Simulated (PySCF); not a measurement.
SMILES [O]([SiH3])[Zn][SeH] (PBE0/def2-SVP optimised geometry):

```
8

Zn    -1.087    -1.267     3.041
Se    -1.218    -1.551     5.294
H     -0.264    -0.449     5.509
O     -1.057    -1.131     1.278
Si    -0.445    -0.305     0.000
H      1.057    -0.305     0.000
H     -0.883     1.131     0.000
H     -0.904    -0.926    -1.281
```

Calculation: PBE0/def2-TZVP run with PySCF.

Q: What are the frontier orbital energies and the dipole moment?

A: HOMO-2 -8.41 eV, HOMO-1 -8.36 eV, HOMO -7.32 eV, LUMO -1.37 eV, LUMO+1 -0.58 eV; dipole moment 1.23 D.

On the same geometry PySCF with PBE/def2-TZVP gives HOMO-2 -7.04 eV, HOMO-1 -6.96 eV, HOMO -6.19 eV, LUMO -2.23 eV, LUMO+1 -1.38 eV; dipole moment 1.29 D.

Meta-Löwdin charges at PBE0/def2-TZVP: Zn1 1.21, Se2 -0.57, H3 0.08, O4 -1.07, Si5 0.73, H6 -0.13, H7 -0.13, H8 -0.12.
